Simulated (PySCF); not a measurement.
Choosing a molecule for a target property.

All species are isolated and taken at one optimised geometry, non-relativistic unless stated; the electronic structure was computed with PySCF and density fitting.

Dipoles, sizes and rotational constants follow the conformer. The torsions of the flexible species, by atom-mapped SMILES:
- `[CH:1]#[C:2][C:3](=[CH2:4])[O:5][C:6]([CH3:7])=[O:8]`: C2–C3–O5–C6 144°, C3–O5–C6–C7 180°
- `[CH2:1]=[CH:2][CH2:3][C:4]#[C:5][C:6](=[O:7])[OH:8]`: C1–C2–C3–C4 119°, H–O8–C6–C5 180°
- `[CH3:1]/[CH:2]=[C:3](\[CH3:4])[CH2:5][OH:6]`: C2–C3–C5–O6 120°, H–O6–C5–C3 -57°

The conformers of `C[C@@H]1CCCO1` aren't listed.

**Question.** Wanted: lowest triplet excitation (Tamm–Dancoff) below 4 eV (TDA PBE0/def2-SVPD) and lowest singlet excitation above 4.6 eV (TDDFT PBE0/def2-SVPD), at GFN2-xTB geometries. Which candidate meets both?
A. `C#CC(=C)OC(C)=O`
B. `C=CCC#CC(=O)O`
C. `C[C@@H]1CCCO1`
D. `Cc1cccc(=O)o1`

**Answer.** A. Computed values:
```csv
species,lowest triplet excitation (Tamm–Dancoff),lowest singlet excitation
Cc1cccc(=O)o1,2.85 eV,4.47 eV
C#CC(=C)OC(C)=O,3.40 eV,5.39 eV
C=CCC#CC(=O)O,4.38 eV,4.81 eV
C[C@@H]1CCCO1,6.59 eV,6.70 eV
```

**Question.** Wanted: static isotropic polarisability between 65 au and 80 au (PBE0/def2-SVPD) and HOMO energy below -7.1 eV (PBE0/def2-SVPD), at GFN2-xTB geometries. Which candidate meets both?
A. `C=CCC#CC(=O)O`
B. `C/C=C(\C)CO`
C. `C#CC(=C)OC(C)=O`
D. `C[C@@H]1CCCO1`

**Answer.** C. Computed values:
| species | static isotropic polarisability | HOMO energy |
| --- | --- | --- |
| C[C@@H]1CCCO1 | 62.3 au | -7.13 eV |
| C/C=C(\C)CO | 68.1 au | -7.03 eV |
| C#CC(=C)OC(C)=O | 78.5 au | -7.26 eV |
| C=CCC#CC(=O)O | 81.6 au | -7.92 eV |

**Question.** Wanted: smallest rotational constant above 2 GHz (GFN2-xTB) and electronic spatial extent ⟨r²⟩ about the centre of nuclear charge below 1000 bohr² (PBE0/def2-SVPD), at GFN2-xTB geometries. Which candidate meets both?
A. `C=CCC#CC(=O)O`
B. `C#CC(=C)OC(C)=O`
C. `C/C=C(\C)CO`
D. `CC1(C)COC1`

**Answer.** D. Computed values:
```csv
species,smallest rotational constant,electronic spatial extent ⟨r²⟩ about the centre of nuclear charge
C=CCC#CC(=O)O,0.732 GHz,1511 bohr²
C#CC(=C)OC(C)=O,1.075 GHz,1075 bohr²
C/C=C(\C)CO,1.750 GHz,742 bohr²
CC1(C)COC1,2.878 GHz,563 bohr²
```
